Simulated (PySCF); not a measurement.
An equivalent PySCF input for Ga (gallium, neutral), [Ar] 3d10 4s2 4p1, 2P determinant, with scalar relativity by spin-free X2C-1e:

```python
from pyscf import gto, scf, dft, mp, cc
import basis_set_exchange as bse
mol = gto.M(atom="Ga 0 0 0", charge=0, spin=1, symmetry="D2h",
            basis=gto.basis.parse(bse.get_basis("cc-pVDZ-DK", elements=["Ga"], fmt="nwchem", header=False)),
            nucmod="G")
mf = dft.UKS(mol, xc="M06L").sfx2c1e()
mf.irrep_nelec = {'Ag': (6, 6), 'B1g': (1, 1), 'B2g': (1, 1), 'B3g': (1, 1), 'B1u': (2, 2), 'B2u': (3, 2), 'B3u': (2, 2)}
mf.kernel()
```

It reaches the same state as the run whose output follows, with an energy that differs only through the grid. The run itself started from symmetry-adapted Hartree-Fock orbitals and held the occupation by maximum overlap, on a logarithmic radial grid, so the iterations belong to that start.

```
SCF conv_tol = 1e-09
number electrons alpha = 16  beta = 15
XC functionals = M06L
    Y. Zhao and D. G. Truhlar.,  J. Chem. Phys. 125, 194101 (2006)
    Y. Zhao and D. G. Truhlar.,  J. Chem. Phys. 125, 194101 (2006)
    Y. Zhao and D. G. Truhlar.,  Theor. Chem. Acc. 120, 215 (2008)
cycle= 1 E= -1943.65805450225  delta_E= -0.00735  |g|= 0.0613  |ddm|= 0.439
cycle= 2 E= -1943.6588533465  delta_E= -0.000799  |g|= 0.0419  |ddm|= 0.24
cycle= 3 E= -1943.65971042508  delta_E= -0.000857  |g|= 0.000884  |ddm|= 0.122
cycle= 4 E= -1943.65971093224  delta_E= -5.07e-07  |g|= 3.5e-05  |ddm|= 0.00452
cycle= 5 E= -1943.65971093415  delta_E= -1.91e-09  |g|= 4.62e-06  |ddm|= 0.000428
cycle= 6 E= -1943.65971093417  delta_E= -2.34e-11  |g|= 4.3e-07  |ddm|= 4.82e-05
converged SCF energy = -1943.65971093417  <S^2> = 0.75195282  2S+1 = 2.0019519
```
